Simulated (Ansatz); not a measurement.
Ideal-gas functions of GeH3S (`[SH][GeH2]`) radical at 600 K and 1 bar, from an Ansatz frequency run at PBE0-D4/def2-TZVP.

Molar mass 107.7 g/mol, point group C1 (symmetry number 1), electronic degeneracy 2, moments of inertia 6.102, 116.21, 119.993 u Å². Harmonic wavenumbers (cm⁻¹, unscaled): 239, 408, 523, 611, 776, 827, 2056, 2113, 2716.

Use S(trans) = R[1.5 ln M + 2.5 ln T − 1.1517]; rotational temperatures θ = 24.2544 K / I; S(rot) = R[ln(√π/σ · √(T³/θAθBθC)) + 1.5]; for each mode x = 1.438777 ν̃/T, S = R[x/(eˣ − 1) − ln(1 − e⁻ˣ)] and H = RT x/(eˣ − 1); 1 cm⁻¹ = 0.0119627 kJ/mol; R = 8.31446 J/(mol·K).

Q: By hand: the entropy, in J/(mol·K).

A: Translation 181.8. Rotation: θ = 3.9748, 0.2087, 0.2021 K, giving 104.4. Vibration, mode by mode: 13.06, 8.82, 6.96, 5.84, 4.26, 3.86, 0.36, 0.32, 0.09, in all 43.6. Electronic 5.8. Sum 335.6 J/(mol·K).

Q: By hand: H − E and G − E in kJ/mol, counted from the electronic energy.

A: Zero-point energy ½ × 10269 × 0.0119627 = 61.4; thermal vibration 15.0; translation, rotation and pV give 4 RT = 20.0. H − E = 96.4 kJ/mol, and G − E = 96.4 − 600 × 335.6/1000 = -105.0 kJ/mol.

Vibration gives 13 % of the entropy. The sum counts one conformer and one mirror image; others add a mixing term.
